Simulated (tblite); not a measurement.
Species: C₄H₉BN (doublet state).
Numbering: `[H]/[C:6]=[CH:5]/[CH2:4][N:2]([BH2:1])[CH3:3]` (hydrogens: H7, H8 on B1; H9, H10, H11 on C3; H12, H13 on C4; H14 on C5; H15 on C6)
Bond orders are those of one Lewis drawing.

Computed with GFN2-xTB (tblite), gas phase: L-BFGS steps from a force-field or distance-geometry start until the largest atomic force falls under 0.01 eV/Å.

Step 71: E = -468.1691 eV
```
atom  x, y, z in Å  |  force x, y, z in eV/Å
B1     -1.2805    1.2479   -0.9925    0.019   0.036   0.043
N2     -0.7355    0.2169   -0.2557    0.001  -0.024   0.024
C3     -1.1208   -0.0867    1.1051    0.015  -0.006   0.026
C4      0.2998   -0.6765   -0.7397   -0.004   0.014  -0.015
C5      1.5307   -0.6418    0.1518   -0.004  -0.008   0.010
C6      2.5467    0.1299   -0.0318    0.066   0.031   0.042
H7     -2.1231    1.9009   -0.5018    0.020  -0.012  -0.050
H8     -0.8979    1.4533   -2.0806   -0.010  -0.030   0.016
H9     -0.3024    0.1437    1.7944   -0.003   0.017   0.027
H10    -1.3601   -1.1501    1.2082   -0.064   0.009  -0.006
H11    -1.9849    0.5072    1.3911   -0.010  -0.037  -0.036
H12    -0.0869   -1.7057   -0.7662    0.010   0.026  -0.005
H13     0.5753   -0.3738   -1.7492   -0.017   0.005  -0.003
H14     1.4609   -1.3235    1.0093    0.008  -0.006   0.001
H15     3.4745    0.3664    0.4357   -0.027  -0.015  -0.072
```

Step 72: E = -468.1699 eV
```
atom  x, y, z in Å  |  force x, y, z in eV/Å
B1     -1.2771    1.2479   -0.9925    0.035   0.040   0.047
N2     -0.7347    0.2175   -0.2528    0.001  -0.031   0.018
C3     -1.1238   -0.0878    1.1066    0.009  -0.010   0.030
C4      0.2991   -0.6763   -0.7382    0.012   0.003  -0.022
C5      1.5332   -0.6426    0.1505   -0.029   0.005   0.005
C6      2.5490    0.1288   -0.0358    0.026   0.020   0.042
H7     -2.1155    1.9056   -0.5034   -0.004  -0.003  -0.039
H8     -0.8931    1.4513   -2.0806   -0.010  -0.034   0.019
H9     -0.3107    0.1462    1.8006    0.010   0.019   0.021
H10    -1.3577   -1.1526    1.2082   -0.066   0.013  -0.007
H11    -1.9924    0.5010    1.3903   -0.007  -0.037  -0.046
H12    -0.0868   -1.7061   -0.7647    0.008   0.033  -0.002
H13     0.5705   -0.3724   -1.7484   -0.005  -0.002  -0.001
H14     1.4601   -1.3236    1.0087    0.023   0.002   0.000
H15     3.4755    0.3712    0.4296   -0.003  -0.019  -0.065
```

Problem. Estimate the geometry and energy of step 73. (The exact step hangs on the optimiser's Hessian estimate; all steps are aligned on step 72, rigid shifts and turns removed.)

Solution. E = -468.1707 eV, largest force 0.073 eV/Å
```
atom  x, y, z in Å  |  force x, y, z in eV/Å
B1     -1.2739    1.2481   -0.9917    0.050   0.025   0.047
N2     -0.7337    0.2179   -0.2493   -0.006  -0.012  -0.001
C3     -1.1265   -0.0888    1.1086    0.000  -0.015   0.025
C4      0.2993   -0.6753   -0.7370    0.023  -0.002  -0.017
C5      1.5360   -0.6432    0.1494   -0.041   0.019   0.005
C6      2.5521    0.1276   -0.0383   -0.033   0.004   0.028
H7     -2.1088    1.9106   -0.5059   -0.025   0.004  -0.023
H8     -0.8909    1.4465   -2.0814   -0.005  -0.032   0.025
H9     -0.3182    0.1475    1.8072    0.019   0.015   0.017
H10    -1.3588   -1.1542    1.2080   -0.056   0.008  -0.004
H11    -1.9988    0.4956    1.3892   -0.009  -0.024  -0.047
H12    -0.0857   -1.7050   -0.7641    0.002   0.022   0.000
H13     0.5661   -0.3697   -1.7477    0.012  -0.004  -0.003
H14     1.4599   -1.3242    1.0077    0.035   0.011  -0.003
H15     3.4776    0.3749    0.4234    0.034  -0.017  -0.048
```

The energy changes by -0.0008 eV. The first-order estimate −F·Δx gives -0.0011 eV and the mean of the old and new forces, exact on a quadratic surface, -0.0008 eV. The step makes an angle of 72° with the force vector and moves no atom by more than 0.010 Å.

What follows is the cost of the whole relaxation. Hardware: Arm Neoverse V1, one thread, no GPU, shared host with 32 logical CPUs at a one-minute load of 24. Cost: 0.63 s of wall time.
